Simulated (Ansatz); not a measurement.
Ansatz results at the PBE0-D4/def2-TZVP geometry: HOMO energy (PBE/def2-TZVPP) -5.66 eV; size of the dipole moment (B3LYP/def2-TZVPP) 0.01 D; HOMO–LUMO gap (ωB97M-V/def2-TZVPP) 9.73 eV.

Each molecule was computed in one conformer, which needn't be the lowest.

(1) Which molecule gave them?
A. `[OH][Mg][SH]`
B. `CC(C)(C)[O][Mg][O]C(C)(C)C`
C. `[SiH3][O][Mg][SH]`
D. `[SiH3][O][Mg][O][SiH3]`

Results:

(1) B. The others give `[OH][Mg][SH]`: -5.95, 1.57, 9.39; `[SiH3][O][Mg][SH]`: -6.20, 0.85, 9.34; `[SiH3][O][Mg][O][SiH3]`: -6.80, 0.01, 10.16.

B3LYP here is the variant with VWN-RPA as its local correlation; programs differ in this.
